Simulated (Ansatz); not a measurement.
`BO[SiH](O)F`, charge 0, multiplicity 1.

(1) Give a relaxed structure at PBE0-D4/def2-TZVP (Ansatz). (Best estimate.)

## Answers

(1) The calculation gave: 
Z-matrix (Å, degrees):
```
Si
O 1 1.631
F 1 1.587 2 107.9
O 1 1.620 2 106.1 3 118.2
H 1 1.473 2 111.5 3 -117.6
B 2 1.351 1 133.2 3 124.1
H 4 0.958 1 119.5 2 -165.7
H 6 1.197 2 117.9 1 179.9
H 6 1.203 2 120.0 1 -0.1
```
This is one stationary point; other conformers may exist.
